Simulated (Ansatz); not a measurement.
Consider the formal exchange of groups at a B–C bond: `B[CH2][AlH][OH]` + `[CH3][GeH3]` → `[BH2][GeH2][CH3]` + `[CH3][AlH][OH]`.

Program: Ansatz. Geometries: PBE0-D4/def2-TZVP. ΔE: electronic, gas phase. CCSD(T)/CBS adds triple-zeta CCSD(T) − MP2 to the extrapolated MP2 energy (def2 sets, frozen cores). For Ge outer-core shells are correlated without core-valence functions, which leaves a few kJ/mol of doubt a bond. Scalar relativity is left out up to krypton. Each species was taken in one conformer, which may not be the lowest.

| species | CCSD(T)/CBS(def2) energy (Eh) |
| --- | --- |
| `B[CH2][AlH][OH]` | -383.69719 |
| `[CH3][GeH3]` | -2117.76728 |
| `[BH2][GeH2][CH3]` | -2143.13359 |
| `[CH3][AlH][OH]` | -358.31021 |

Task: Work out ΔE.

Result: ΔE = (-2143.13359) + (-358.31021) − (-383.69719) − (-2117.76728) = 0.02067 Eh = +54.3 kJ/mol.

Largest T1 diagnostic among the species: 0.013.

Leaving LDA and LC-ωPBE aside and taking each functional with its dispersion term where it has one, the values, not all of them listed here, spread over 7.2 kJ/mol, from ωB97X-V to B97M-V. LDA lies +10.2 kJ/mol from PBE without D4. In def2-TZVPP, CCSD(T) changes the Hartree–Fock value by +5.3 kJ/mol (the triples alone add +2.3 kJ/mol) and MP2 by +9.6 kJ/mol. At CCSD(T), def2-SVP lies +11.4 kJ/mol from the extrapolated value and def2-TZVPP +1.2 kJ/mol.
